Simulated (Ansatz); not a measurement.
`COBB(F)Cl` + NH₃ → `NB(F)Cl` + `BOC` at 298.15 K and 1 bar (cleavage of the B–B bond).

Isolated molecules relaxed with PBE0-D4/def2-TZVP in Ansatz; ΔE leaves out vibrations. CCSD(T)/CBS adds triple-zeta CCSD(T) − MP2 to the extrapolated MP2 energy (def2 sets, frozen cores). This one scheme is used for every species. Each species was taken in one conformer, which may not be the lowest.

| species | CCSD(T)/CBS energy (Eh) | H − E (kJ/mol) | S (J/(mol·K)) |
| --- | --- | --- | --- |
| `COBB(F)Cl` | -724.91084 | 189.7 | 367.7 |
| NH₃ | -56.50880 | 100.5 | 192.4 |
| `NB(F)Cl` | -640.42619 | 107.1 | 288.8 |
| `BOC` | -141.04597 | 181.1 | 267.5 |

H − E and S are ideal-gas, rigid-rotor, harmonic terms from PBE0-D4/def2-TZVP, for one conformer and one mirror image of each species. 1 Eh = 2625.50 kJ/mol, R = 8.31446 J/(mol·K).

**Question.** By hand: ΔE, ΔH, ΔS and ΔG.

**Answer.** ΔE = (-640.42619) + (-141.04597) − (-724.91084) − (-56.50880) = -0.05252 Eh = -137.9 kJ/mol. Δ(H − E) = 107.1 + 181.1 − 189.7 − 100.5 = -2.0, so ΔH = -139.9 kJ/mol. ΔS = 288.8 + 267.5 − 367.7 − 192.4 = -3.8 J/(mol·K). ΔG = -139.9 − 298.15 × (-3.8)/1000 = -138.8 kJ/mol.

**Question.** By hand: the equilibrium constant, and the temperature at which ΔG would vanish if ΔH and ΔS stayed fixed.

**Answer.** log₁₀ K = −ΔG/(RT ln 10) = 24.3. ΔG = 0 at ΔH/ΔS = 36816 K, far beyond where these terms or the molecules hold.

The number of gas molecules stays the same, so ΔS is small and ΔH decides. A doubt of 5 kJ/mol in ΔE shifts log₁₀ K by 0.9 here. Other conformers and mirror images would add mixing entropy, several J/(mol·K) or more a flexible species. Modes under 60 cm⁻¹, often nearly free rotors, make the harmonic entropy too high. These are equilibria of isolated gas molecules and say nothing of rates. Largest T1 diagnostic: 0.014 (customary marks: 0.02 for closed shells, 0.045 for open ones).
